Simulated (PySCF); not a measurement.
## input.py for AlSb

File input.py (PySCF 2.14):

```python
from pyscf import gto, scf, mp

mol = gto.M(
    atom='Al 0 0 0; Sb 0 0 2.56',
    basis='sbkjc',
    ecp={'Al': 'sbkjc', 'Sb': 'sbkjc'},
    charge=0,
    spin=2,
    symmetry=True,
    verbose=4,
)
mf = scf.UHF(mol)
mf = mf.newton()
mf.kernel()
mp.MP2(mf).kernel()
mf.dip_moment()
print('orbital energies (hartree):', [e[max(0, n-3):n+3].round(4) for e, n in zip(mf.mo_energy, mol.nelec)])
```

```bash
$ OMP_NUM_THREADS=1 python input.py
```

The log (some set-up lines and the per-cycle HOMO/LUMO lines with their warnings removed):

```
PySCF version 2.14.0

[INPUT] verbose = 4
[INPUT] num. atoms = 2
[INPUT] num. electrons = 8
[INPUT] charge = 0
[INPUT] spin (= nelec alpha-beta = 2S) = 2
[INPUT] symmetry True subgroup None
[INPUT] Mole.unit = angstrom
[INPUT] Symbol           X                Y                Z      unit          X                Y                Z       unit  Magmom
[INPUT]  1 Al     0.000000000000   0.000000000000   0.000000000000 AA    0.000000000000   0.000000000000   0.000000000000 Bohr   0.0
[INPUT]  2 Sb     0.000000000000   0.000000000000   2.560000000000 AA    0.000000000000   0.000000000000   4.837698878887 Bohr   0.0

nuclear repulsion = 3.10064772023437
point group symmetry = Coov
symmetry origin: [0.         0.         3.85504129]
symmetry axis x: [1. 0. 0.]
symmetry axis y: [0. 1. 0.]
symmetry axis z: [0. 0. 1.]
num. orbitals of irrep A1 = 8
num. orbitals of irrep E1x = 4
num. orbitals of irrep E1y = 4
number of shells = 8
number of NR pGTOs = 36
number of NR cGTOs = 16
basis = sbkjc
ecp = {'Al': 'sbkjc', 'Sb': 'sbkjc'}
Freeze 0 electrons in irreps []
    8 free electrons in irreps A1 E1x E1y

******** <class 'pyscf.soscf.newton_ah.SecondOrderSymAdaptedUHF'> ********
method = SecondOrderSymAdaptedUHF
initial guess = minao
damping factor = 0
level_shift factor = 0
DIIS = <class 'pyscf.scf.diis.CDIIS'>
diis_start_cycle = 1
diis_space = 8
diis_damp = 0
SCF conv_tol = 1e-09
SCF conv_tol_grad = None
SCF max_cycles = 50
direct_scf = True
direct_scf_tol = 1e-13
number electrons alpha = 5  beta = 3
******** <class 'pyscf.scf.uhf_symm.SymAdaptedUHF'> Newton solver flags ********
SCF tol = 1e-09
conv_tol_grad = None
max. SCF cycles = 50
direct_scf = True
direct_scf_tol = 1e-13
max_cycle_inner = 12
max_stepsize = 0.05
ah_start_tol = 1e+09
ah_level_shift = 0
ah_conv_tol = 1e-12
ah_lindep = 1e-14
ah_start_cycle = 1
ah_max_cycle = 40
ah_grad_trust_region = 2.5
kf_interval = 4
kf_trust_region = 5
canonicalization = True
Set conv_tol_grad to 3.16228e-05

Initial guess E= -7.13586741814909  |g|= 0.121249
macro= 0  E= -7.16969839265986  delta_E= -0.033831  |g|= 0.025296  3 KF 12 JK
macro= 1  E= -7.17034680534978  delta_E= -0.000648413  |g|= 0.0137832  2 KF 5 JK
macro= 2  E= -7.1704860626983  delta_E= -0.000139257  |g|= 0.010783  2 KF 5 JK
macro= 3  E= -7.17047057736232  delta_E= 1.54853e-05  |g|= 0.00591387  2 KF 5 JK
macro= 4  E= -7.17048202258768  delta_E= -1.14452e-05  |g|= 0.00633029  2 KF 5 JK
macro= 5  E= -7.17047500702707  delta_E= 7.01556e-06  |g|= 0.00595853  2 KF 5 JK
macro= 6  E= -7.17049165731773  delta_E= -1.66503e-05  |g|= 0.00618425  2 KF 5 JK
macro= 7  E= -7.17046860006127  delta_E= 2.30573e-05  |g|= 0.00555811  2 KF 5 JK
macro= 8  E= -7.17048591099684  delta_E= -1.73109e-05  |g|= 0.00630114  2 KF 5 JK
macro= 9  E= -7.17047008906981  delta_E= 1.58219e-05  |g|= 0.00581408  2 KF 5 JK
macro= 10  E= -7.17048880140651  delta_E= -1.87123e-05  |g|= 0.00628194  2 KF 5 JK
macro= 11  E= -7.17046879115234  delta_E= 2.00103e-05  |g|= 0.00570113  2 KF 5 JK
macro= 12  E= -7.17048695205615  delta_E= -1.81609e-05  |g|= 0.00630385  2 KF 5 JK
macro= 13  E= -7.17046939680562  delta_E= 1.75553e-05  |g|= 0.00578449  2 KF 5 JK
macro= 14  E= -7.17048755404031  delta_E= -1.81572e-05  |g|= 0.00629107  2 KF 5 JK
macro= 15  E= -7.17046927350115  delta_E= 1.82805e-05  |g|= 0.00576519  2 KF 5 JK
macro= 16  E= -7.17048694842908  delta_E= -1.76749e-05  |g|= 0.00629145  2 KF 5 JK
macro= 17  E= -7.170469631463  delta_E= 1.7317e-05  |g|= 0.00579588  2 KF 5 JK
macro= 18  E= -7.17048699316134  delta_E= -1.73617e-05  |g|= 0.00628283  2 KF 5 JK
macro= 19  E= -7.17046978987623  delta_E= 1.72033e-05  |g|= 0.00579917  2 KF 5 JK
macro= 20  E= -7.17048671446001  delta_E= -1.69246e-05  |g|= 0.00627781  2 KF 5 JK
macro= 21  E= -7.17047007100542  delta_E= 1.66435e-05  |g|= 0.0058154  2 KF 5 JK
macro= 22  E= -7.17048660331413  delta_E= -1.65323e-05  |g|= 0.00627054  2 KF 5 JK
macro= 23  E= -7.17047030029822  delta_E= 1.6303e-05  |g|= 0.00582438  2 KF 5 JK
macro= 24  E= -7.17048640621913  delta_E= -1.61059e-05  |g|= 0.0062642  2 KF 5 JK
macro= 25  E= -7.17047056215225  delta_E= 1.58441e-05  |g|= 0.00583655  2 KF 5 JK
macro= 26  E= -7.1704862513415  delta_E= -1.56892e-05  |g|= 0.00625723  2 KF 5 JK
macro= 27  E= -7.17047081179894  delta_E= 1.54395e-05  |g|= 0.00584672  2 KF 5 JK
macro= 28  E= -7.17048607317563  delta_E= -1.52614e-05  |g|= 0.00625045  2 KF 5 JK
macro= 29  E= -7.1704710712247  delta_E= 1.5002e-05  |g|= 0.00585756  2 KF 5 JK
macro= 30  E= -7.17048590506486  delta_E= -1.48338e-05  |g|= 0.00624344  2 KF 5 JK
macro= 31  E= -7.17047132894184  delta_E= 1.45761e-05  |g|= 0.00586777  2 KF 5 JK
macro= 32  E= -7.17048573019032  delta_E= -1.44012e-05  |g|= 0.0062364  2 KF 5 JK
macro= 33  E= -7.17047159065964  delta_E= 1.41395e-05  |g|= 0.00587804  2 KF 5 JK
macro= 34  E= -7.17048555723286  delta_E= -1.39666e-05  |g|= 0.00622923  2 KF 5 JK
macro= 35  E= -7.17047185344003  delta_E= 1.37038e-05  |g|= 0.00588802  2 KF 5 JK
macro= 36  E= -7.17048538191987  delta_E= -1.35285e-05  |g|= 0.00622196  2 KF 5 JK
macro= 37  E= -7.17047211877759  delta_E= 1.32631e-05  |g|= 0.00589791  2 KF 5 JK
macro= 38  E= -7.17048520653891  delta_E= -1.30878e-05  |g|= 0.00621457  2 KF 5 JK
macro= 39  E= -7.1704723859331  delta_E= 1.28206e-05  |g|= 0.00590763  2 KF 5 JK
macro= 40  E= -7.17048503003647  delta_E= -1.26441e-05  |g|= 0.00620707  2 KF 5 JK
macro= 41  E= -7.17047265531103  delta_E= 1.23747e-05  |g|= 0.00591721  2 KF 5 JK
macro= 42  E= -7.17048485304466  delta_E= -1.21977e-05  |g|= 0.00619944  2 KF 5 JK
macro= 43  E= -7.17047292673435  delta_E= 1.19263e-05  |g|= 0.00592664  2 KF 5 JK
macro= 44  E= -7.17048467533448  delta_E= -1.17486e-05  |g|= 0.00619168  2 KF 5 JK
macro= 45  E= -7.17047320031807  delta_E= 1.1475e-05  |g|= 0.00593593  2 KF 5 JK
macro= 46  E= -7.17048449711147  delta_E= -1.12968e-05  |g|= 0.00618379  2 KF 5 JK
macro= 47  E= -7.17047347601896  delta_E= 1.10211e-05  |g|= 0.00594508  2 KF 5 JK
macro= 48  E= -7.17048431836087  delta_E= -1.08423e-05  |g|= 0.00617577  2 KF 5 JK
macro= 49  E= -7.17047375386122  delta_E= 1.05645e-05  |g|= 0.00595409  2 KF 5 JK
Canonicalize SCF orbitals
macro X = 50  E=-7.17047375386122  |g|= 0.00595409  total 102 KF 308 JK
SCF not converged.
SCF energy = -7.17047375386122 after 50 cycles  <S^2> = 2.1551498  2S+1 = 3.1017091

WARN: Orbital degeneracy broken

******** <class 'pyscf.mp.ump2.UMP2'> ********
nocc = (np.int64(5), np.int64(3)), nmo = (16, 16)
Init E(MP2) = -0.0428200591623612
cycle = 1  E_corr(MP2) = -0.0428200591623612  dE = -2.77555756e-17  norm(t2) = 6.32188e-16
E(UMP2) = -7.21329381302358  E_corr = -0.0428200591623612
E(SCS-UMP2) = -7.21502014425009  E_corr = -0.0445463903888704
E_corr(same-spin) = -0.00788963146841884
E_corr(oppo-spin) = -0.0349304276939423
Dipole moment(X, Y, Z, Debye):  0.00000,  0.00000, -2.33685
orbital energies (hartree): [array([-0.3194, -0.3144, -0.2932,  0.0111,  0.0261,  0.0863]), array([-0.6056, -0.3777, -0.2336, -0.0213, -0.0202,  0.0257])]
```

In short: not converged: SCF after 50 cycles.

Run time: 0.85 s on 1 thread of Arm Neoverse V2 (shared host), peak memory 0.14 GiB.

The run did not converge; its numbers are not results.
